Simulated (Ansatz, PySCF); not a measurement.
Gas-phase reaction in SMILES: CN (CH5N) + [H][H] (H2) -> C (CH4) + N (NH3)
Structures are relaxed separately at B3LYP-D3(BJ)/def2-TZVP in Ansatz (an electronic-structure program).

Property: energy of full hydrogenation (enthalpy at 298 K, with B3LYP-D3(BJ) rigid-rotor harmonic-oscillator terms from PySCF), in kcal/mol. Valence correlation only, unless marked. No spin-orbit coupling. No relativistic terms. CBS marks a two-point X^-3 extrapolation of the correlation energy; Hartree-Fock from the larger set. The bracket is a focal-point correction in the basis named.

```tsv
level	program	energy of full hydrogenation (kcal/mol)
HF-D4/def2-TZVPD	PySCF + dftd4	-22.7
RI-HF/def2-QZVPP	Ansatz	-25.4
BLYP-D4/def2-TZVPD	Ansatz + dftd4	-22.1
PBE0-D4/def2-TZVPD	Ansatz + dftd4	-22.9
RPA@PBE/cc-pVTZ	Ansatz	-22.1
SCS-MP2/STO-3G	Ansatz	-13.3
SCS-MP2/aug-cc-pVTZ	Ansatz	-23.6
CCSD/cc-pVDZ	Ansatz	-22.4
RI-MP2/CBS(cc-pVTZ,cc-pVQZ)+[CCSD(T)-MP2]/cc-pVTZ	Ansatz	-23.5
RI-MP2/CBS(aug-cc-pVTZ,aug-cc-pVQZ)+[CCSD(T)-MP2]/aug-cc-pVTZ	Ansatz	-23.5
```
